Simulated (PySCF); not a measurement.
C4H7NSi2.
Cartesian coordinates in Å at the GFN2-xTB level; atoms count from 1:
```
atom  x, y, z in Å
N1     3.4966    2.7051    1.9954
C2     2.8944    2.0072    1.3079
C3     2.1777    1.1800    0.4960
C4     1.5370    0.4454   -0.2258
Si5    0.5291   -0.6875   -1.2968
C6    -0.9255   -1.3014   -0.2428
Si7   -2.0696    0.0514    0.4579
H8     0.0854    0.0959   -2.4537
H9     1.4181   -1.7857   -1.6973
H10   -0.5352   -1.8925    0.5874
H11   -1.5207   -1.9888   -0.8454
H12   -2.6540    0.8063   -0.6530
H13   -1.2931    0.9463    1.3170
H14   -3.1410   -0.5821    1.2310
```

Theory: PySCF 2.14.0, density-fitted response routines, TDDFT CAM-B3LYP/def2-SVPD, vertical, gas phase, core orbitals frozen in the response.

Problem. Predict the UV-vis stick spectrum at this level.

Solution. 

```csv
state,E (eV),λ (nm),ν̃ (cm⁻¹),f,|μ| (D),"main configurations (H = HOMO, L = LUMO)"
S1,4.93,251.6,39750,0.0000,0.02,"H→L+1 (45%), H-1→L (44%)"
S2,5.15,240.6,41570,0.0004,0.15,"H-1→L (30%), H→L+1 (28%), H-1→L+1 (18%)"
S3,5.16,240.5,41580,0.0010,0.23,"H-1→L+1 (30%), H→L (28%), H-1→L (19%)"
S4,7.29,170.0,58820,0.329,3.45,"H-2→L (57%), H→L (24%)"
S5,7.41,167.2,59800,0.029,1.02,H-2→L+1 (67%)
S6,7.64,162.2,61660,0.061,1.45,"H-8→L (15%), H-2→L+1 (14%), H-3→L (12%)"
S7,7.77,159.6,62650,0.580,4.44,"H-3→L (16%), H-1→L+1 (16%), H-2→L (11%)"
S8,7.87,157.6,63440,0.047,1.26,"H-3→L+1 (19%), H-3→L (18%), H-10→L+1 (9%)"
```

Triplets (Tamm–Dancoff): T1 4.03 eV, H-1→L+1 (44%), H→L (40%); T2 4.44 eV, H-1→L+1 (28%), H→L (26%), H→L+1 (17%); T3 4.44 eV, H-1→L (27%), H→L+1 (26%), H-1→L+1 (19%).

The lowest singlet comes at 252 nm (476 kJ/mol) in the ultraviolet; it is dark (f under 0.0005); its leading configuration is HOMO→LUMO+1 (45%). The strongest level in the table is S7 at 7.77 eV (160 nm, f = 0.580). S2/S3 lie within about 0.01 eV of each other. Löwdin shares by element: HOMO carbon 61% or more, nitrogen 17% (atoms not listed hold the other 22%); LUMO carbon 60% or more, nitrogen 19% (atoms not listed hold the other 21%). The listed states span 2.94 eV, and the widest gap between neighbours is 2.14 eV (S3 to S4). Of the 8 states listed, 5 reach f = 0.01 and 2 stay under 0.0005. Orbital energies (eV): HOMO-3 -11.10, HOMO-2 -10.71, HOMO-1 -9.95, HOMO -9.89, LUMO -0.67, LUMO+1 -0.63, LUMO+2 0.81. Only the lowest 8 singlets were computed, as vertical energies without vibronic structure.

On Arm Neoverse V2, one thread, shared host, this took 40 s of wall time and 0.98 GiB of memory at its peak.

One conformer stands for the species.
